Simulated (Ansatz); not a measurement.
`O=[CH][SnH3]`, relaxed with RKS PBE0-D4/def2-TZVP in the Gaussian-basis code of Ansatz from a PBE-D4/def2-SVP geometry. The force threshold is 0.005 eV/Å; the program also tests the step.

The species carries charge 0 and has multiplicity 1. Sn: def2 effective core potential.

Start:

```xyz
7

O    -0.544   -1.616   -1.451
C     0.321   -0.967   -0.914
Sn   -0.182    0.636    0.588
H     1.419   -1.148   -1.148
H     1.195    1.613    0.981
H    -1.439    1.615   -0.076
H    -0.770   -0.133    2.020
```

```csv
step,energy (eV),largest force (eV/Å),largest move (Å)
1,-8976.9764,1.073,0.000
2,-8977.0028,0.187,0.099
3 (rejected),-8976.9963,0.571,0.054
4,-8977.0126,0.065,0.027
5,-8977.0140,0.030,0.045
6,-8977.0144,0.017,0.042
7 (rejected),-8976.9908,1.593,0.196
8,-8977.0149,0.015,0.044
9 (rejected),-8977.0141,0.428,0.098
10,-8977.0154,0.008,0.046
11 (rejected),-8977.0151,0.162,0.049
13,-8977.0159,0.072,0.025
15,-8977.0163,0.130,0.006
17 (rejected),-8977.0153,0.584,0.124
19,-8977.0171,0.016,0.006
21 (rejected),-8977.0169,0.420,0.093
23 (rejected),-8977.0180,0.116,0.046
25,-8977.0182,0.016,0.011
27,-8977.0185,0.138,0.024
29,-8977.0187,0.147,0.014
31,-8977.0191,0.104,0.012
33,-8977.0195,0.069,0.045
35,-8977.0196,0.064,0.021
37,-8977.0197,0.002,0.005
39,-8977.0197,0.006,0.009
40,-8977.0197,0.005,0.001
```

End:

```xyz
7

O    -0.336   -1.133   -1.874
C     0.312   -0.946   -0.886
Sn   -0.207    0.623    0.582
H     1.211   -1.576   -0.683
H     1.106    1.707    0.727
H    -1.600    1.430    0.032
H    -0.485   -0.105    2.102
```

It took 100 s on 2 threads of an Arm Neoverse V1 on a shared host, with 0.26 GiB of host memory at the peak.
